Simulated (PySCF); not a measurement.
The vertical singlet excitations below were computed for one of the candidates. The calculation used PySCF, TDDFT CAM-B3LYP/def2-SVPD, vertical, gas phase, core orbitals frozen in the response. Geometries: GFN2-xTB, one conformer each.

```
state  E (eV)  λ (nm)       f
   S1    4.61   269.2  0.0047
   S2    5.84   212.5   0.020
   S3    6.15   201.7   0.095
   S4    6.38   194.4  0.0020
   S5    6.44   192.4   0.011
   S6    6.79   182.5   0.036
   S7    7.08   175.1   0.033
   S8    7.30   169.8   0.072
```

Triplets computed (Tamm–Dancoff): 4.11, 4.82, 5.36 eV.

Orbital energies (eV): HOMO-3 -10.56, HOMO-2 -9.51, HOMO-1 -9.28, HOMO -8.49, LUMO 0.10, LUMO+1 1.11, LUMO+2 1.36.

Problem. Which structure fits?
A. `CS[SiH2]C(C)=C(F)F`
B. `C[C@@](F)([SiH3])C(=S)CF`
C. `C#C[C@@H]1S[C@]1(C)F`
D. `C[C@@]1(F)C[Si@@H](F)CS1`

Solution. C. Its S1 lies at 4.61 eV; the nearest of the others has S1 at 5.39 eV. S1 is HOMO→LUMO (90%). Löwdin shares by element: HOMO sulfur 69%, carbon 18% or more; LUMO sulfur 46%, carbon 38% or more (atoms not listed hold the other 16%). At the same level the other candidates give, for their lowest levels:
- `C[C@@](F)([SiH3])C(=S)CF`: 2.44 eV (f 0.001); 4.90 eV (f 0.216); 5.85 eV (f 0.045); 6.41 eV (f 0.010); 6.44 eV (f 0.054); T1 1.99 eV; HOMO -8.20, LUMO -1.60 eV
- `C[C@@]1(F)C[Si@@H](F)CS1`: 5.39 eV (f 0.001); 6.30 eV (f 0.014); 6.70 eV (f 0.019); 6.96 eV (f 0.018); 7.32 eV (f 0.021); T1 4.91 eV; HOMO -8.20, LUMO 0.84 eV
- `CS[SiH2]C(C)=C(F)F`: 5.63 eV (f 0.005); 6.22 eV (f 0.014); 6.66 eV (f 0.007); 6.73 eV (f 0.001); 6.83 eV (f 0.003); T1 4.45 eV; HOMO -8.27, LUMO 0.83 eV
